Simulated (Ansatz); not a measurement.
Reaction (formal exchange of groups at the In–C bond): `[CH3][In]([F])[c]1ccccc1` + `CC(C)CF` → `[CH3][In]([F])[F]` + `CC(C)Cc1ccccc1`

Calculated with Ansatz (gas phase, PBE0-D4/def2-TZVP geometries, no zero-point term in ΔE). CCSD(T)/CBS adds triple-zeta CCSD(T) − MP2 to the extrapolated MP2 energy (def2 sets, frozen cores). DFT in def2-TZVPP. Elements past krypton have def2 core potentials. For In outer-core shells are correlated without core-valence functions, which leaves a few kJ/mol of doubt a bond. One conformer a species, not always the lowest.

`[CH3][In]([F])[c]1ccccc1`:

```xyz
17

C     2.744    0.960   -2.486
In    0.902    0.947   -1.424
F    -0.294    2.363   -2.124
C    -0.216    0.015    0.113
C     0.263   -1.048    0.878
C    -0.523   -1.617    1.871
C    -1.799   -1.127    2.108
C    -2.288   -0.070    1.355
C    -1.502    0.499    0.363
H     2.873    0.026   -3.033
H     3.583    1.078   -1.799
H     2.726    1.793   -3.188
H     1.258   -1.447    0.708
H    -0.140   -2.443    2.459
H    -2.414   -1.570    2.884
H    -3.285    0.314    1.540
H    -1.888    1.326   -0.224
```

`CC(C)CF`:

```xyz
14

C     1.377   -0.468   -0.025
C     0.102    0.345   -0.200
C    -0.489    0.759    1.140
C    -0.912   -0.399   -1.041
F    -1.299   -1.577   -0.418
H     1.170   -1.397    0.510
H     2.119    0.092    0.549
H     1.822   -0.727   -0.989
H     0.341    1.252   -0.772
H    -0.775   -0.120    1.722
H    -1.380    1.380    1.009
H     0.235    1.329    1.725
H    -1.816    0.200   -1.193
H    -0.494   -0.670   -2.016
```

`[CH3][In]([F])[F]`:

```xyz
7

C     1.031    0.058    0.342
In   -0.976   -0.051   -0.321
F    -2.050   -1.657   -0.524
F    -2.107    1.438   -0.848
H     1.292    1.098    0.524
H     1.133   -0.526    1.256
H     1.677   -0.361   -0.429
```

`CC(C)Cc1ccccc1`:

```xyz
24

C    -1.045   -1.740    2.397
C    -0.351   -1.216    1.150
C     1.161   -1.284    1.297
C    -0.826    0.207    0.836
C    -0.300    0.749   -0.460
C    -0.816    0.300   -1.673
C    -0.317    0.766   -2.878
C     0.713    1.696   -2.893
C     1.234    2.155   -1.694
C     0.730    1.684   -0.490
H    -2.133   -1.727    2.285
H    -0.793   -1.125    3.268
H    -0.742   -2.766    2.618
H    -0.639   -1.852    0.303
H     1.669   -0.935    0.396
H     1.495   -0.661    2.133
H     1.489   -2.308    1.496
H    -0.528    0.867    1.659
H    -1.921    0.212    0.813
H    -1.626   -0.423   -1.670
H    -0.737    0.406   -3.811
H     1.103    2.064   -3.835
H     2.036    2.885   -1.693
H     1.142    2.048    0.446
```

```csv
species,BLYP-D4 energy (Eh)
`[CH3][In]([F])[c]1ccccc1`,-561.57457
`CC(C)CF`,-257.70445
`[CH3][In]([F])[F]`,-429.83554
`CC(C)Cc1ccccc1`,-389.48962
```

Question: Work out ΔE.

Answer: ΔE = (-429.83554) + (-389.48962) − (-561.57457) − (-257.70445) = -0.04614 Eh = -121.1 kJ/mol. CCSD(T)/CBS gives -122.3 kJ/mol.

Largest T1 diagnostic among the species: 0.016.

The D4 term adds −6.9 kJ/mol with B3LYP and −4.8 kJ/mol with PBE0; it sums over pairs of atoms, weighted by their polarisabilities, and B3LYP, whose exchange is more repulsive, gets the larger term. Leaving LDA and LC-ωPBE aside and taking each functional with its dispersion term where it has one, the values, not all of them listed here, spread over 13.7 kJ/mol, from B97M-V to B2PLYP.

B3LYP here is the variant with VWN-RPA as its local correlation; programs differ in this.
